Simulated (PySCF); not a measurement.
TMEDA (C6H16N2), SMILES N(CCN(C)C)(C)C. The structure is a stationary point at B3LYP-D3(BJ)/def2-SVP. The values are those of a single conformer.

The numbers are results of B3LYP-D3(BJ)/def2-SVP in PySCF, not measurements.

Harmonic wavenumbers (cm⁻¹): 86, 86, 116, 221, 256, 259, 264, 300, 313, 336, 358, 361, 441, 445, 632, 807, 815, 947, 981, 1069, 1071, 1072, 1087, 1110, 1117, 1128, 1166, 1173, 1222, 1276, 1292, 1308, 1324, 1341, 1396, 1422, 1424, 1426, 1448, 1452, 1458, 1462, 1465, 1465, 1474, 1479, 1484, 1487, 1495, 1497, 2875, 2884, 2893, 2893, 2905, 2908, 3041, 3054, 3054, 3057, 3073, 3074, 3106, 3106, 3134, 3134. Rotational constants (GHz): 3.643, 1.126, 1.060; symmetry number 2.

Q: Work out the zero-point energy and the ideal-gas rigid-rotor harmonic-oscillator thermochemistry at 298.15 K and 1 atm.

A: ZPE = ½ Σ hcν = ½ × 97308 cm⁻¹ = 139.11 kcal/mol. H − E(el) = 146.11 kcal/mol. Entropy in cal/(mol K): translation 40.17, rotation 27.32, vibration 27.43, total 94.91. G − E(el) = 117.81 kcal/mol. Cp = 39.47 cal/(mol K). Modes under 150 cm⁻¹ make the vibrational entropy uncertain.
